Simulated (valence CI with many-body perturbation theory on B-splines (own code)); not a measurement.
# Cu XVII: calculated level list

Method: relativistic CI+MBPT: three valence electrons over a frozen Dirac-Fock core [Ne], a basis of 11 s, 11 p, 10 d, 8 f, 5 g, 2 h functions for each j, with the one-electron correlation potential Σ1, the two-electron term Σ2, the three-electron term Σ3, Breit, model QED; selected CI, second order for the rest, scaled by the run's own slope (own B-spline code, finite nucleus).

No measured spectrum was set against this ion. As an estimate, levels of excited configurations hold to 0.05 to 0.15 % of their energy, terms of the ground configuration to about 0.5 %.

Levels 1 to 45 of 158, with energies above the lowest level, 3s2.3p 2P°_1/2. "Leading %" is the weight of the configuration and term that name the level; weights of strongly mixed levels are sums over their largest components and can fall short. In the jj column 3d3/2^4 stands for four electrons in 3d with j = 3/2.

```
No.  Configuration  Term    J  E (eV)  Leading %                Leading jj      g
  1         3s2.3p   2P°  1/2    0.00         97         3s^2 3p1/2 (97 %)  0.664
  2         3s2.3p   2P°  3/2    4.12         97         3s^2 3p3/2 (97 %)  1.333
  3         3s.3p2    4P  1/2   34.35         97         3s 3p1/2^2 (58 %)  2.650
  4         3s.3p2    4P  3/2   36.17         99     3s 3p1/2 3p3/2 (92 %)  1.729
  5         3s.3p2    4P  5/2   38.14         95     3s 3p1/2 3p3/2 (54 %)  1.580
  6         3s.3p2    2D  3/2   46.16         86     3s 3p1/2 3p3/2 (66 %)  0.810
  7         3s.3p2    2D  5/2   46.84         83         3s 3p3/2^2 (50 %)  1.218
  8         3s.3p2    2S  1/2   55.18         59         3s 3p1/2^2 (40 %)  1.510
  9         3s.3p2    2P  1/2   59.56         60         3s 3p3/2^2 (61 %)  1.174
 10         3s.3p2    2P  3/2   60.85         95         3s 3p3/2^2 (63 %)  1.324
 11         3s2.3d    2D  3/2   71.19         85         3s^2 3d3/2 (85 %)  0.800
 12         3s2.3d    2D  5/2   71.70         86         3s^2 3d5/2 (86 %)  1.199
 13            3p3   2D°  3/2   87.69         56      3p1/2^2 3p3/2 (55 %)  0.964
 14            3p3   2D°  5/2   88.88         69      3p1/2 3p3/2^2 (69 %)  1.199
 15            3p3   4S°  3/2   89.94         83      3p1/2 3p3/2^2 (77 %)  1.819
 16       3s.3p.3d   4F°  3/2   96.83         97     3s 3p1/2 3d3/2 (83 %)  0.416
 17       3s.3p.3d   4F°  5/2   97.72         97     3s 3p1/2 3d3/2 (41 %)  1.033
 18            3p3   2P°  1/2   98.01         81      3p1/2 3p3/2^2 (81 %)  0.664
 19       3s.3p.3d   4F°  7/2   99.04         97     3s 3p1/2 3d5/2 (47 %)  1.241
 20            3p3   2P°  3/2   99.13         66            3p3/2^3 (62 %)  1.337
 21       3s.3p.3d   4F°  9/2  100.98        100    3s 3p3/2 3d5/2 (100 %)  1.333
 22       3s.3p.3d   4P°  5/2  103.97         61     3s 3p1/2 3d5/2 (88 %)  1.496
 23       3s.3p.3d   4D°  3/2  104.38         63     3s 3p1/2 3d3/2 (44 %)  1.370
 24       3s.3p.3d   4D°  1/2  104.60         89     3s 3p1/2 3d3/2 (65 %)  0.264
 25       3s.3p.3d   4D°  7/2  106.75         97     3s 3p3/2 3d5/2 (67 %)  1.422
 26       3s.3p.3d   4D°  5/2  106.91         68     3s 3p3/2 3d3/2 (64 %)  1.413
 27       3s.3p.3d   4P°  1/2  106.97         90     3s 3p3/2 3d3/2 (96 %)  2.405
 28       3s.3p.3d   4P°  3/2  106.99         62     3s 3p3/2 3d3/2 (85 %)  1.521
 29       3s.3p.3d   2D°  3/2  108.74         74     3s 3p3/2 3d5/2 (34 %)  0.836
 30       3s.3p.3d   2D°  5/2  108.91         65     3s 3p3/2 3d5/2 (62 %)  1.233
 31       3s.3p.3d   2F°  5/2  112.10         93     3s 3p1/2 3d5/2 (47 %)  0.879
 32       3s.3p.3d   2F°  7/2  115.29         99     3s 3p3/2 3d5/2 (65 %)  1.142
 33       3s.3p.3d   2P°  3/2  121.22         70     3s 3p1/2 3d3/2 (37 %)  1.264
 34       3s.3p.3d   2P°  1/2  123.16         88     3s 3p3/2 3d5/2 (74 %)  0.664
 35       3s.3p.3d   2F°  7/2  123.32         97     3s 3p3/2 3d5/2 (45 %)  1.144
 36       3s.3p.3d   2F°  5/2  123.87         96     3s 3p3/2 3d3/2 (70 %)  0.864
 37       3s.3p.3d   2P°  1/2  126.42         90     3s 3p3/2 3d3/2 (68 %)  0.662
 38       3s.3p.3d   2D°  3/2  126.71         55     3s 3p3/2 3d5/2 (44 %)  1.000
 39       3s.3p.3d   2D°  5/2  127.28         83     3s 3p3/2 3d5/2 (62 %)  1.190
 40       3s.3p.3d   2P°  3/2  127.29         68     3s 3p3/2 3d5/2 (42 %)  1.196
 41         3p2.3d    2F  5/2  145.41         85  3p1/2 3p3/2 3d3/2 (59 %)  0.870
 42         3p2.3d    4F  3/2  145.51         89      3p1/2^2 3d3/2 (59 %)  0.470
 43         3p2.3d    4F  5/2  146.62         89  3p1/2 3p3/2 3d3/2 (52 %)  1.059
 44         3p2.3d    2F  7/2  146.77         74  3p1/2 3p3/2 3d3/2 (38 %)  1.160
 45         3p2.3d    4F  7/2  148.10         84  3p1/2 3p3/2 3d5/2 (79 %)  1.250
```

Names give the largest LS component (configuration and term), which can be under half, so a name can repeat, a term be missing and a line seem to break the LS rules; names also repeat where a configuration has a term twice.

Where two levels of one J and parity lie close, their mixing, g and order are uncertain.

The ionisation energy to 3s2 1S_0 of the next ion comes out as 556.54 eV (NIST: 552.8 ± 2.1 eV (semi-empirical)). All 158 levels together are meant to be complete up to 300.55 eV.
